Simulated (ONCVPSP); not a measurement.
# Building the ONCV potential for strontium (PBE, scalar-relativistic).

```
Element                 : Sr (Z = 38)
Generator               : ONCVPSP 4.0.1
Type                    : optimised norm-conserving Vanderbilt (ONCV)
Functional              : PBE
Relativity              : scalar-relativistic
Frozen core             : [Ar] 3d10
Valence charge          : 10
Reference configuration : 4s2 4p6 5s2
Partial waves           : 4s+5s: rc 2.60 bohr, ncon 4, nbas 7, qcut 4.8 1/bohr, 2 projectors; 4p: rc 2.55 bohr, ncon 3, nbas 7, qcut 5.5 1/bohr, 2 projectors, debl 3.9 Ha; d scattering state at 0.3 Ha: rc 2.00 bohr, ncon 3, nbas 6, qcut 4.8 1/bohr, 2 projectors, debl 3.7 Ha
Local potential         : polynomial inside 1.35 bohr (lpopt 5, dvloc0 -1 Ha)
Core correction         : Teter function, fcfact 2.25, rcfact 1.45
```

In the d channel the program set the typed energies aside and used 0.050, 3.750 Ha.

- Cutoffs needed: 8.1 Ha and 10 Ha (the cutoffs (Ha) at which the residual kinetic energy of the hardest occupied pseudo-wave falls to 1 and 0.1 mHa per electron) The cutoffs count occupied waves only; projector 2 of the d channel, the hardest unoccupied one, needs 22 Ha at the loose tolerance.
- Ghost test: no bound ghost flagged; GHOST(+) flagged for s at 60.4 eV
- Largest excitation error: -288 meV (all-electron minus pseudo) for 4s1 4p6 5s2, out of 4 test configurations
- rms error of d²Exc/dni dnj: 3.64 mHa without and 0.98 mHa with the model core
